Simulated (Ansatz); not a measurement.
Relaxation of CH$_{4}$O$_{2}$SSi (9 atoms, charge 0, multiplicity 1), to a largest force component of 0.02 eV/Å in at most 50 steps.

The calculation used RKS PBE0-D4/def2-SVP (Ansatz 0.2.0).

```xyz
9
Properties=species:S:1:pos:R:3
O 0.363 0.886 1.548
Si 0.919 -0.121 0.410
O -0.031 -0.044 -0.974
C -1.213 -0.405 -1.002
S -2.071 -0.296 -2.474
H 0.575 1.874 1.417
H 2.338 0.289 0.112
H 0.918 -1.474 0.951
H -1.709 -0.755 -0.006
```

Where does it end, and by what steps?

The run converged. The force dipped under the threshold on the way, but the program's further checks kept it going. After 12 steps the energy has fallen by 0.668 eV; H9 moved furthest, 0.56 Å.

| step | energy less start (eV) | largest force component (eV/Å) | accepted |
| --- | --- | --- | --- |
| 0 | 0.0000 | 6.616 | yes |
| 1 | -0.5317 | 2.394 | yes |
| 2 | -0.4382 | 2.129 | no |
| 3 | -0.6456 | 0.292 | yes |
| 4 | -0.6519 | 0.357 | yes |
| 5 | -0.6600 | 0.188 | yes |
| 6 | -0.6642 | 0.071 | yes |
| 7 | -0.6627 | 0.307 | no |
| 8 | -0.6667 | 0.014 | yes |
| 9 | -0.6671 | 0.118 | yes |
| 10 | -0.6511 | 0.616 | no |
| 11 | -0.6681 | 0.066 | yes |
| 12 | -0.6683 | 0.013 | yes |

```xyz
9
Properties=species:S:1:pos:R:3
O 0.489 1.036 1.638
Si 0.930 -0.062 0.492
O -0.041 0.087 -0.894
C -1.228 -0.473 -1.098
S -2.176 -0.169 -2.368
H 0.643 1.969 1.462
H 2.303 0.158 -0.023
H 0.696 -1.401 1.084
H -1.526 -1.192 -0.311
```

Time of the run: 13 s on 2 threads of AMD EPYC 9R45 96-Core Processor (Zen 5), with other jobs on the host, peak memory 0.23 GiB.
